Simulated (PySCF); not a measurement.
C₂H₈AlO (SMILES [CH3][Al+]([CH3])<-[OH2]), charge +1, singlet, at a GFN2-xTB geometry (such geometries of metal compounds can be far from the true shape); PySCF with CAMB3LYP/6-31G, TDA.

Here is a job for PySCF.
```python
from pyscf import gto, scf, dft, tdscf

mol = gto.Mole()
mol.atom = '''
    Al    0.21674649   -0.17992725    0.17134760
    C     1.81675007    0.05028676   -0.95117038
    H     2.67631275   -0.48871105   -0.53904501
    H     2.11411752    1.10390495   -1.03650805
    H     1.66452253   -0.32754780   -1.97091988
    C    -0.93253906   -0.78429477    1.65017796
    H    -1.78713503   -1.37534216    1.29500204
    H    -1.33754004    0.05611060    2.22941387
    H    -0.38090694   -1.41676879    2.35366396
    O    -1.03315708    0.85765226   -0.81675597
    H    -0.84426314    1.33489551   -1.63874571
    H    -1.96282140    0.99534299   -0.58037770
'''
mol.basis = '6-31g'
mol.charge = 1
mol.verbose = 4
mol.build()

mf = dft.RKS(mol)
mf.xc = 'camb3lyp'
mf.kernel()
td = mf.TDA()
td.nstates = 5
td.kernel(x0=td.get_init_guess(mf, 13), nstates=5)
td.analyze()
```

**Question.** Write the output that PySCF gives for this input, abridged.

**Answer.** 
```
PySCF version 2.14.0

[INPUT] verbose = 4
[INPUT] num. atoms = 12
[INPUT] num. electrons = 40
[INPUT] charge = 1
[INPUT] spin (= nelec alpha-beta = 2S) = 0
[INPUT] symmetry False subgroup None
[INPUT] Mole.unit = angstrom
[INPUT] Symbol           X                Y                Z      unit          X                Y                Z       unit  Magmom
[...]
nuclear repulsion = 160.663517120988
number of shells = 38
number of NR pGTOs = 144
number of NR cGTOs = 56
basis = 6-31g
ecp = {}

******** <class 'pyscf.dft.rks.RKS'> ********
method = RKS
initial guess = minao
damping factor = 0
level_shift factor = 0
DIIS = <class 'pyscf.scf.diis.CDIIS'>
diis_start_cycle = 1
diis_space = 8
diis_damp = 0
SCF conv_tol = 1e-09
SCF conv_tol_grad = None
SCF max_cycles = 50
direct_scf = True
direct_scf_tol = 1e-13
XC library pyscf.dft.libxc version 7.1.2
    S. Lehtola, C. Steigemann, M. J. T. Oliveira, and M. A. L. Marques,  SoftwareX 7, 1–5 (2018)
XC functionals = camb3lyp
    T. Yanai, D. P. Tew, and N. C. Handy,  Chem. Phys. Lett. 393, 51 (2004)
radial grids:
    Treutler-Ahlrichs [JCP 102, 346 (1995); DOI:10.1063/1.469408] (M4) radial grids

becke partition: Becke, JCP 88, 2547 (1988); DOI:10.1063/1.454033
pruning grids: <function nwchem_prune>
grids dens level: 3
symmetrized grids: False
atomic radii adjust function: <function treutler_atomic_radii_adjust>
small_rho_cutoff = 0
Set gradient conv threshold to 3.16228e-05
Initial guess from minao.
tot grids = 139968
init E= -398.624024183704
[...]
cycle= 1 E= -398.273004959265  delta_E= 0.351  |g|= 0.522  |ddm|= 2.67
[...]
cycle= 2 E= -398.287056979702  delta_E= -0.0141  |g|= 0.496  |ddm|= 0.736
[...]
cycle= 3 E= -398.336091465093  delta_E= -0.049  |g|= 0.0492  |ddm|= 0.316
[...]
cycle= 4 E= -398.336450696685  delta_E= -0.000359  |g|= 0.0252  |ddm|= 0.0508
[...]
cycle= 5 E= -398.336604266762  delta_E= -0.000154  |g|= 0.00154  |ddm|= 0.0188
[...]
cycle= 6 E= -398.336605363646  delta_E= -1.1e-06  |g|= 0.000263  |ddm|= 0.00409
[...]
cycle= 7 E= -398.336605407943  delta_E= -4.43e-08  |g|= 2.3e-05  |ddm|= 0.000774
[...]
cycle= 8 E= -398.336605408322  delta_E= -3.78e-10  |g|= 3.64e-06  |ddm|= 7.98e-05
[...]
Extra cycle  E= -398.33660540833  delta_E= -7.84e-12  |g|= 1.48e-06  |ddm|= 8.67e-06
converged SCF energy = -398.33660540833

******** <class 'pyscf.tdscf.rks.TDA'> for <class 'pyscf.dft.rks.RKS'> ********
nstates = 5 singlet
deg_eia_thresh = 1.000e-03
wfnsym = None
conv_tol = 1e-05
eigh lindep = 1e-12
eigh level_shift = 0
eigh max_cycle = 100

Excitation energies (eV)
[6.14820666 7.50354366 7.79964744 8.33713966 8.84934495]

** Singlet excitation energies and oscillator strengths **
Excited State   1:      6.14821 eV    201.66 nm  f=0.0000
      20 -> 21       -0.70323
Excited State   2:      7.50354 eV    165.23 nm  f=0.0087
      20 -> 22       -0.55354
      20 -> 23        0.42571
Excited State   3:      7.79965 eV    158.96 nm  f=0.4847
      17 -> 21        0.15722
      20 -> 22        0.40966
      20 -> 23        0.53534
Excited State   4:      8.33714 eV    148.71 nm  f=0.1268
      19 -> 21       -0.69398
Excited State   5:      8.84934 eV    140.11 nm  f=0.0266
      16 -> 21       -0.25194
      19 -> 22        0.57699
      19 -> 23        0.24885
      20 -> 24        0.17225

** Transition electric dipole moments (AU) **
state          X           Y           Z        Dip. S.      Osc.
  1         0.0000      0.0000      0.0000      0.0000      0.0000
  2         0.1544      0.0469     -0.1461      0.0474      0.0087
  3        -1.1298     -0.3430      1.0690      2.5368      0.4847
  4        -0.2004     -0.6381     -0.4166      0.6210      0.1268
  5        -0.2301      0.1910     -0.1819      0.1226      0.0266

** Transition velocity dipole moments (imaginary part, AU) **
state          X           Y           Z        Dip. S.      Osc.
  1         0.0000     -0.0000      0.0000      0.0000      0.0000
  2         0.0493      0.0150     -0.0466      0.0048      0.0117
  3        -0.2935     -0.0891      0.2777      0.1712      0.3981
  4        -0.0331     -0.1053     -0.0688      0.0169      0.0368
  5        -0.0837      0.0695     -0.0662      0.0162      0.0332

** Transition magnetic dipole moments (imaginary part, AU) **
state          X           Y           Z
  1         0.7182     -0.5962      0.5678
  2         0.1888      0.6010      0.3923
  3         0.1943      0.6185      0.4037
  4        -0.3092     -0.0939      0.2926
  5        -0.0000     -0.0000      0.0000
```
